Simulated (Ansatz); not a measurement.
MgZnH₂ (SMILES [MgH][ZnH]), singlet: a trajectory.

in.yaml

```yaml
crystal:
  periodic: [false, false, false]
  atoms:
    - {symbol: Mg, position_ang: [0.130880, -1.086550, 0.565660]}
    - {symbol: Zn, position_ang: [-0.145070, 1.106720, -0.591370]}
    - {symbol: H, position_ang: [0.357480, -2.597820, 1.388770]}
    - {symbol: H, position_ang: [-0.343290, 2.577650, -1.363060]}
basis:
  gaussian: {orbitals: def2-SVP}
hamiltonian: {xc: hf}
md: {n_steps: 80, timestep: 0.75, temperature: 1000, ensemble: nvt_langevin, seed: 89, friction: 0.01, initial_velocities: maxwell_boltzmann}
```

Run by:

```bash
ansatz run in.yaml --threads 2 --pin off --events-out ev --progress --plain --max-ram 3481MiB
```

The run's output (Ansatz 0.2.0):

```
Functional definition: HF
  name "HF"
  cite "Fock, Z. Phys. 61, 126 (1930) doi:10.1007/BF01340294"
  parent pbe
  exchange = exact_x
  correlation = 0
567 factors; integrals over basis functions are off by at most 3.9e-4 eV
mean field evaluation 1: about -53828.8756 eV, gradient 1.1e1 eV
mean field evaluation 2: about -53829.0761 eV, gradient 1.2e1 eV
mean field evaluation 4: about -53830.0194 eV, gradient 2.4e0 eV
mean field evaluation 8: about -53830.0380 eV, gradient 9.9e-2 eV
mean field -53830.03803316 eV, -1978.2174104085 hartree, gradient 7.9e-5 eV, S^2 0.000000; 0 other end points of the search recorded, 0 dependent functions left out
the calculation of the forces begins
reference -53830.03803316 eV, -1978.2174104085 hartree; 22, 22 occupied and 37, 37 virtual orbitals, 567 factors
md step     0: t =     0.00 fs  T =   750.0 K  F+E_penalty+E_count = -53830.03803316 eV  E_kin = 0.387780 eV  (35 SCF iters)
md step     1: t =     0.75 fs  T =   834.4 K  F+E_penalty+E_count = -53830.03264402 eV  E_kin = 0.431438 eV  (37 SCF iters)
md step     2: t =     1.50 fs  T =   620.0 K  F+E_penalty+E_count = -53830.02527040 eV  E_kin = 0.320564 eV  (37 SCF iters)
md step     3: t =     2.25 fs  T =   583.5 K  F+E_penalty+E_count = -53830.01960114 eV  E_kin = 0.301678 eV  (37 SCF iters)
md step     4: t =     3.00 fs  T =   593.4 K  F+E_penalty+E_count = -53830.01383385 eV  E_kin = 0.306836 eV  (37 SCF iters)
md step     5: t =     3.75 fs  T =   569.3 K  F+E_penalty+E_count = -53830.00855148 eV  E_kin = 0.294326 eV  (37 SCF iters)
md step     6: t =     4.50 fs  T =   598.5 K  F+E_penalty+E_count = -53830.00648836 eV  E_kin = 0.309443 eV  (37 SCF iters)
md step     7: t =     5.25 fs  T =   553.7 K  F+E_penalty+E_count = -53830.00880689 eV  E_kin = 0.286266 eV  (37 SCF iters)
md step     8: t =     6.00 fs  T =   599.2 K  F+E_penalty+E_count = -53830.01581542 eV  E_kin = 0.309832 eV  (37 SCF iters)
md step     9: t =     6.75 fs  T =   618.3 K  F+E_penalty+E_count = -53830.02777385 eV  E_kin = 0.319678 eV  (37 SCF iters)
md step    10: t =     7.50 fs  T =   589.1 K  F+E_penalty+E_count = -53830.04191823 eV  E_kin = 0.304581 eV  (36 SCF iters)
md step    11: t =     8.25 fs  T =   628.6 K  F+E_penalty+E_count = -53830.05523537 eV  E_kin = 0.324997 eV  (36 SCF iters)
md step    12: t =     9.00 fs  T =   645.5 K  F+E_penalty+E_count = -53830.06470831 eV  E_kin = 0.333727 eV  (37 SCF iters)
md step    13: t =     9.75 fs  T =   621.4 K  F+E_penalty+E_count = -53830.06736919 eV  E_kin = 0.321274 eV  (37 SCF iters)
md step    14: t =    10.50 fs  T =   615.0 K  F+E_penalty+E_count = -53830.06136505 eV  E_kin = 0.317993 eV  (38 SCF iters)
md step    15: t =    11.25 fs  T =   637.0 K  F+E_penalty+E_count = -53830.04804255 eV  E_kin = 0.329339 eV  (38 SCF iters)
md step    16: t =    12.00 fs  T =   638.2 K  F+E_penalty+E_count = -53830.02786010 eV  E_kin = 0.329955 eV  (38 SCF iters)
md step    17: t =    12.75 fs  T =   507.1 K  F+E_penalty+E_count = -53830.00496952 eV  E_kin = 0.262208 eV  (37 SCF iters)
md step    18: t =    13.50 fs  T =   506.6 K  F+E_penalty+E_count = -53829.99029041 eV  E_kin = 0.261936 eV  (31 SCF iters)
md step    19: t =    14.25 fs  T =   554.1 K  F+E_penalty+E_count = -53829.99032941 eV  E_kin = 0.286466 eV  (40 SCF iters)
md step    20: t =    15.00 fs  T =   673.7 K  F+E_penalty+E_count = -53830.00242054 eV  E_kin = 0.348338 eV  (32 SCF iters)
md step    21: t =    15.75 fs  T =   682.1 K  F+E_penalty+E_count = -53830.01713657 eV  E_kin = 0.352698 eV  (38 SCF iters)
md step    22: t =    16.50 fs  T =   684.4 K  F+E_penalty+E_count = -53830.03149438 eV  E_kin = 0.353862 eV  (38 SCF iters)
md step    23: t =    17.25 fs  T =   658.4 K  F+E_penalty+E_count = -53830.04314193 eV  E_kin = 0.340394 eV  (38 SCF iters)
md step    24: t =    18.00 fs  T =   677.4 K  F+E_penalty+E_count = -53830.04728535 eV  E_kin = 0.350265 eV  (38 SCF iters)
md step    25: t =    18.75 fs  T =   611.1 K  F+E_penalty+E_count = -53830.04142948 eV  E_kin = 0.315941 eV  (38 SCF iters)
md step    26: t =    19.50 fs  T =   568.1 K  F+E_penalty+E_count = -53830.02832954 eV  E_kin = 0.293706 eV  (38 SCF iters)
md step    27: t =    20.25 fs  T =   598.3 K  F+E_penalty+E_count = -53830.01401345 eV  E_kin = 0.309328 eV  (38 SCF iters)
md step    28: t =    21.00 fs  T =   561.2 K  F+E_penalty+E_count = -53829.99935632 eV  E_kin = 0.290178 eV  (28 SCF iters)
md step    29: t =    21.75 fs  T =   522.4 K  F+E_penalty+E_count = -53829.98359788 eV  E_kin = 0.270083 eV  (28 SCF iters)
md step    30: t =    22.50 fs  T =   488.7 K  F+E_penalty+E_count = -53829.96810811 eV  E_kin = 0.252663 eV  (28 SCF iters)
md step    31: t =    23.25 fs  T =   402.4 K  F+E_penalty+E_count = -53829.95841881 eV  E_kin = 0.208035 eV  (28 SCF iters)
md step    32: t =    24.00 fs  T =   396.0 K  F+E_penalty+E_count = -53829.95810021 eV  E_kin = 0.204773 eV  (27 SCF iters)
md step    33: t =    24.75 fs  T =   516.3 K  F+E_penalty+E_count = -53829.96822414 eV  E_kin = 0.266929 eV  (27 SCF iters)
md step    34: t =    25.50 fs  T =   488.1 K  F+E_penalty+E_count = -53829.98652647 eV  E_kin = 0.252347 eV  (38 SCF iters)
md step    35: t =    26.25 fs  T =   502.8 K  F+E_penalty+E_count = -53830.00767353 eV  E_kin = 0.259952 eV  (38 SCF iters)
md step    36: t =    27.00 fs  T =   583.6 K  F+E_penalty+E_count = -53830.02997953 eV  E_kin = 0.301759 eV  (38 SCF iters)
md step    37: t =    27.75 fs  T =   528.7 K  F+E_penalty+E_count = -53830.04665280 eV  E_kin = 0.273369 eV  (38 SCF iters)
md step    38: t =    28.50 fs  T =   533.3 K  F+E_penalty+E_count = -53830.05352015 eV  E_kin = 0.275734 eV  (37 SCF iters)
md step    39: t =    29.25 fs  T =   417.0 K  F+E_penalty+E_count = -53830.05094479 eV  E_kin = 0.215585 eV  (38 SCF iters)
md step    40: t =    30.00 fs  T =   410.5 K  F+E_penalty+E_count = -53830.04117426 eV  E_kin = 0.212234 eV  (38 SCF iters)
md step    41: t =    30.75 fs  T =   362.5 K  F+E_penalty+E_count = -53830.02641598 eV  E_kin = 0.187411 eV  (38 SCF iters)
md step    42: t =    31.50 fs  T =   355.2 K  F+E_penalty+E_count = -53830.00664849 eV  E_kin = 0.183648 eV  (41 SCF iters)
md step    43: t =    32.25 fs  T =   372.4 K  F+E_penalty+E_count = -53829.98479871 eV  E_kin = 0.192572 eV  (38 SCF iters)
md step    44: t =    33.00 fs  T =   357.1 K  F+E_penalty+E_count = -53829.97100757 eV  E_kin = 0.184627 eV  (38 SCF iters)
md step    45: t =    33.75 fs  T =   295.8 K  F+E_penalty+E_count = -53829.97255597 eV  E_kin = 0.152925 eV  (38 SCF iters)
md step    46: t =    34.50 fs  T =   306.1 K  F+E_penalty+E_count = -53829.98951517 eV  E_kin = 0.158287 eV  (29 SCF iters)
md step    47: t =    35.25 fs  T =   381.2 K  F+E_penalty+E_count = -53830.01916463 eV  E_kin = 0.197112 eV  (38 SCF iters)
md step    48: t =    36.00 fs  T =   418.0 K  F+E_penalty+E_count = -53830.05189962 eV  E_kin = 0.216142 eV  (38 SCF iters)
md step    49: t =    36.75 fs  T =   464.9 K  F+E_penalty+E_count = -53830.07719272 eV  E_kin = 0.240351 eV  (38 SCF iters)
md step    50: t =    37.50 fs  T =   523.1 K  F+E_penalty+E_count = -53830.08926036 eV  E_kin = 0.270466 eV  (38 SCF iters)
md step    51: t =    38.25 fs  T =   555.1 K  F+E_penalty+E_count = -53830.08634466 eV  E_kin = 0.286997 eV  (38 SCF iters)
md step    52: t =    39.00 fs  T =   626.4 K  F+E_penalty+E_count = -53830.06838341 eV  E_kin = 0.323873 eV  (38 SCF iters)
md step    53: t =    39.75 fs  T =   587.9 K  F+E_penalty+E_count = -53830.03752244 eV  E_kin = 0.303988 eV  (38 SCF iters)
md step    54: t =    40.50 fs  T =   573.8 K  F+E_penalty+E_count = -53830.00093176 eV  E_kin = 0.296657 eV  (38 SCF iters)
md step    55: t =    41.25 fs  T =   496.3 K  F+E_penalty+E_count = -53829.96408043 eV  E_kin = 0.256605 eV  (38 SCF iters)
md step    56: t =    42.00 fs  T =   430.0 K  F+E_penalty+E_count = -53829.93392807 eV  E_kin = 0.222304 eV  (30 SCF iters)
md step    57: t =    42.75 fs  T =   379.7 K  F+E_penalty+E_count = -53829.91572539 eV  E_kin = 0.196341 eV  (31 SCF iters)
md step    58: t =    43.50 fs  T =   383.7 K  F+E_penalty+E_count = -53829.91171038 eV  E_kin = 0.198409 eV  (31 SCF iters)
md step    59: t =    44.25 fs  T =   417.9 K  F+E_penalty+E_count = -53829.92092991 eV  E_kin = 0.216051 eV  (30 SCF iters)
md step    60: t =    45.00 fs  T =   524.0 K  F+E_penalty+E_count = -53829.94100598 eV  E_kin = 0.270912 eV  (31 SCF iters)
md step    61: t =    45.75 fs  T =   574.8 K  F+E_penalty+E_count = -53829.96814753 eV  E_kin = 0.297173 eV  (38 SCF iters)
md step    62: t =    46.50 fs  T =   614.4 K  F+E_penalty+E_count = -53829.99627883 eV  E_kin = 0.317688 eV  (38 SCF iters)
md step    63: t =    47.25 fs  T =   733.5 K  F+E_penalty+E_count = -53830.02074497 eV  E_kin = 0.379257 eV  (39 SCF iters)
md step    64: t =    48.00 fs  T =   774.9 K  F+E_penalty+E_count = -53830.03731568 eV  E_kin = 0.400677 eV  (38 SCF iters)
md step    65: t =    48.75 fs  T =   770.0 K  F+E_penalty+E_count = -53830.04139502 eV  E_kin = 0.398103 eV  (41 SCF iters)
md step    66: t =    49.50 fs  T =   711.6 K  F+E_penalty+E_count = -53830.03145739 eV  E_kin = 0.367937 eV  (38 SCF iters)
md step    67: t =    50.25 fs  T =   741.4 K  F+E_penalty+E_count = -53830.00643690 eV  E_kin = 0.383332 eV  (38 SCF iters)
md step    68: t =    51.00 fs  T =   732.3 K  F+E_penalty+E_count = -53829.96899762 eV  E_kin = 0.378629 eV  (39 SCF iters)
md step    69: t =    51.75 fs  T =   677.9 K  F+E_penalty+E_count = -53829.92717898 eV  E_kin = 0.350476 eV  (39 SCF iters)
md step    70: t =    52.50 fs  T =   676.5 K  F+E_penalty+E_count = -53829.88527920 eV  E_kin = 0.349791 eV  (39 SCF iters)
md step    71: t =    53.25 fs  T =   734.3 K  F+E_penalty+E_count = -53829.85610662 eV  E_kin = 0.379664 eV  (39 SCF iters)
md step    72: t =    54.00 fs  T =   696.1 K  F+E_penalty+E_count = -53829.85428327 eV  E_kin = 0.359918 eV  (40 SCF iters)
md step    73: t =    54.75 fs  T =   657.1 K  F+E_penalty+E_count = -53829.87403622 eV  E_kin = 0.339761 eV  (39 SCF iters)
md step    74: t =    55.50 fs  T =   770.6 K  F+E_penalty+E_count = -53829.90739757 eV  E_kin = 0.398444 eV  (39 SCF iters)
md step    75: t =    56.25 fs  T =   802.8 K  F+E_penalty+E_count = -53829.94139254 eV  E_kin = 0.415074 eV  (39 SCF iters)
md step    76: t =    57.00 fs  T =   766.9 K  F+E_penalty+E_count = -53829.96065907 eV  E_kin = 0.396538 eV  (40 SCF iters)
md step    77: t =    57.75 fs  T =   827.1 K  F+E_penalty+E_count = -53829.95944496 eV  E_kin = 0.427624 eV  (40 SCF iters)
md step    78: t =    58.50 fs  T =   777.8 K  F+E_penalty+E_count = -53829.93518860 eV  E_kin = 0.402141 eV  (39 SCF iters)
md step    79: t =    59.25 fs  T =   726.6 K  F+E_penalty+E_count = -53829.88962144 eV  E_kin = 0.375663 eV  (39 SCF iters)
md step    80: t =    60.00 fs  T =   595.9 K  F+E_penalty+E_count = -53829.83075322 eV  E_kin = 0.308122 eV  (41 SCF iters)
Total energy: -53829.83075322 eV, -1978.2097930111 hartree
Atom 0 at     0.004345    -1.291411     0.820365 Å, force     0.525795    -0.350651    -0.299315 eV/Å
Atom 1 at    -0.066368     1.168250    -0.826069 Å, force    -0.375942     0.409627     0.562141 eV/Å
Atom 2 at     0.496000    -2.920568     1.571494 Å, force    -0.397241     0.904018    -0.302329 eV/Å
Atom 3 at    -0.327520     2.801778    -1.290033 Å, force     0.247388    -0.962994     0.039503 eV/Å
Dipole moment:    -0.113530     0.012150    -0.062988 e Å

[the SCF lines of later steps are left out]
```

The lines “mean field evaluation” count trial sets of orbitals through the whole run, from several starts and some on an approximate energy, so they need not fall steadily or lie above the final value.

The run took about 2.3 min on 2 CPU threads of an AMD EPYC (shared host).
